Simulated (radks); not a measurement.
Results of a calculation; reference values are marked as such.
Valence configurations of Ag IV (all share [Kr]). Code: a radial shooting solver on a logarithmic mesh with Libxc functionals. Model: Dirac Kohn-Sham, BLYP, spin-unpolarised, spherical densities, finite nucleus; open shells fill j = l - 1/2 first; Fermi nuclear charge, rms radius 4.5454 fm. Energies are relative to 4d8; eigenvalues in eV.

| valence | E (eV) | e(4d3/2) | e(4d5/2) | e(5p1/2) | e(5s1/2) |
|---|---|---|---|---|---|
| 4d8 | 0.000 | -43.964 | -43.294 | - | - |
| 4d7.5 5s0.5 | 6.106 | -46.149 | -45.460 | - | -32.617 |
| 4d7.5 5p0.5 | 9.819 | -46.676 | -45.986 | -25.503 | - |
| 4d7 5s1 | 12.848 | -48.374 | -47.666 | - | -33.538 |
| 4d7 5s0.5 5p0.5 | 16.657 | -48.895 | -48.184 | -26.222 | -33.863 |
| 4d7 5p1 | 20.488 | -49.410 | -48.698 | -26.498 | - |
| 4d6 5s2 | 28.301 | -52.920 | -52.172 | - | -35.371 |
| 4d6 5p2 | 44.441 | -54.906 | -54.151 | -28.425 | - |
| 4d5 5s2 5p1 | 54.908 | -58.540 | -57.748 | -29.304 | -37.760 |
| 4d5 5s1 5p2 | 63.403 | -59.491 | -58.696 | -29.793 | -38.326 |

NIST lists [Kr] 4d8 as the ground configuration; this level of theory agrees among the configurations tried. The energies are those of spherical spin-averaged densities, not of single terms.
